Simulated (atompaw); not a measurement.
## Cd: PAW (atompaw) pseudisation with PBE, scalar-relativistic reference atom.

The input file (atompaw 4.2.0.5):

```
Cd 48
GGA-PBE scalarrelativistic loggrid 1500 logderivrange -10 5 376
5 5 4 0 0 0
5 0 1.5
5 1 0
0 0 0
c
c
c
v
v
c
c
v
v
c
v
3
1.95 1.75 1.75 1.00
n
n
y
0.75
n
y
0.05
n
custom polynom vanderbiltortho sinc
4 0.5 ultrasoft
1.30
1.95
1.10
1.95
1.50
1.95
1.65
PWSCFOUT
UPFDX 0.0125d0 UPFXMIN -7.d0 UPFZMESH 48.d0
END
```

Command:

```bash
atompaw < Cd.input > Cd.log
```

Resulting log (summary file):

```
Completed calculations for Cd (AE)

 Exchange-correlation type: GGA, Perdew-Burke-Ernzerhof

 Radial integration grid is logarithmic
 r0 =   1.8068677E-04 h =   8.6729650E-03   n =      1500 rmax =   8.0000000E+01

 Scalar relativistic calculation

 AEatom converged in  25 iterations
   nz     =  48.00
   delta  =       3.214512568184E-15

 All Electron Orbital energies:
  n  l      occupancy      energy
  1  0      2.0000000E+00 -1.9499200E+03
  2  0      2.0000000E+00 -2.8975014E+02
  3  0      2.0000000E+00 -5.4255304E+01
  4  0      2.0000000E+00 -8.0965813E+00
  5  0      1.5000000E+00 -6.7856064E-01
  2  1      6.0000000E+00 -2.6001674E+02
  3  1      6.0000000E+00 -4.4502086E+01
  4  1      6.0000000E+00 -5.2343812E+00
  5  1      0.0000000E+00 -3.0179992E-01
  3  2      1.0000000E+01 -2.9241077E+01
  4  2      1.0000000E+01 -1.1725590E+00

 Total energy
   Total                    :   -11189.03496898154481

 ---
 Completed calculations for Cd (SC)

 Exchange-correlation type: GGA, Perdew-Burke-Ernzerhof

 Radial integration grid is logarithmic
 r0 =   1.8068677E-04 h =   8.6729650E-03   n =      1500 rmax =   8.0000000E+01

 Scalar relativistic calculation

 SCatom converged in   4 iterations
   nz     =  48.00
   delta  =       2.837541490715E-17

 Valence Electron Orbital energies:
  n  l      occupancy      energy
   4  0      2.0000000E+00 -8.0965813E+00
   5  0      1.5000000E+00 -6.7856064E-01
   4  1      6.0000000E+00 -5.2343812E+00
   5  1      0.0000000E+00 -3.0179992E-01
   4  2      1.0000000E+01 -1.1725590E+00

 Total energy
   Total                    :   -11189.03496892296789
   Valence                  :     -605.83068498522493

 PAW parameters:
       lmax =            3
         rc =    1.9540564214292095
        irc =         1072
   rc_shape =    1.7608941261247060
    rc_vloc =    1.7608941261247060
    rc_core =    1.0020032841674189
   Vloc: Non norm-conserving form with l= 4;e=   5.0000E-01
   Projector type: polynomial pseudization + Vanderbilt ortho.
   Sinc^2 compensation charge shape zeroed at   1.7609E+00

 Number of basis functions     7
 No.   n  nodes  l      Energy         Cp coeff         Occ
  1    4    3    0   -0.8096581E+01 -0.4919177E+00  0.2000000E+01
  2    5    4    0   -0.6785606E+00  0.4457701E+01  0.1500000E+01
  3    4    2    1   -0.5234381E+01 -0.2180248E+00  0.6000000E+01
  4    5    3    1   -0.3017999E+00  0.1553195E+02  0.0000000E+00
  5    4    1    2   -0.1172559E+01  0.1732240E+01  0.1000000E+02
  6  999    2    2    0.7500000E+00  0.2267847E+01  0.0000000E+00
  7  999    0    3    0.5000000E-01 -0.1223760E+02  0.0000000E+00

 Eigenvalues of overlap operator (in the basis of projectors):
    1        3.73502731E-01
    2        5.39236236E-01
    3        6.02749793E-01
    4        2.61243307E+01
    5        2.74567363E+01
    6        5.54012041E+02
    7        1.63749565E+03

 Orbital leakage outside PAW augmentation regions
   orb  is_core?  %out_of_sphere
   1 0    T          -0.00
   2 0    T          -0.00
   3 0    T           0.00
   4 0    F           0.36
   5 0    F          79.07
   2 1    T           0.00
   3 1    T           0.00
   4 1    F           1.20
   5 1    F          93.23
   3 2    T           0.00
   4 2    F          11.97

 Summary of PAW energies
   Total valence energy     :   -605.83069756775626
   Smooth energy            :     90.59971624678710
   One center               :   -696.43041381454339
   Smooth kinetic           :    106.35063601571765
   Vloc energy              :     -1.76701689237997
   Smooth exch-corr         :    -31.23217365196033
   One-center xc            :   -277.16419101979909
```

The run took about 2.4 s on one core of a shared server CPU.
